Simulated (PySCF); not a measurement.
H₂ZrS (singlet). Method: PBE0/[Zr def2-TZVP with ECP28, S def2-TZVP, H def2-TZVP], scalar-relativistic core potentials, density fitting, no spin–orbit coupling, PySCF.

Harmonic bands of its minimum:

```json
{"ω (cm⁻¹)": "396", "IR (km/mol)": "120"}
{"ω (cm⁻¹)": "458", "IR (km/mol)": "31.9"}
{"ω (cm⁻¹)": "538", "IR (km/mol)": "43.6"}
{"ω (cm⁻¹)": "620", "IR (km/mol)": "202"}
{"ω (cm⁻¹)": "1664", "IR (km/mol)": "411"}
{"ω (cm⁻¹)": "1694", "IR (km/mol)": "277"}
```

Question: The central atom is Zr. Infer the point group and assign the bands.

Answer: Cs. The modes span 4a' + 2a'': 396 a', 458 a'', 538 a', 620 a', 1664 a'', 1694 a'. The computed geometry has Zr–H 1.847 Å (×2), Zr–S 2.178 Å; H–Zr–H 110.0°, H–Zr–S 103.2° (×2).

Only a few start shapes were tried, so a lower isomer may exist.
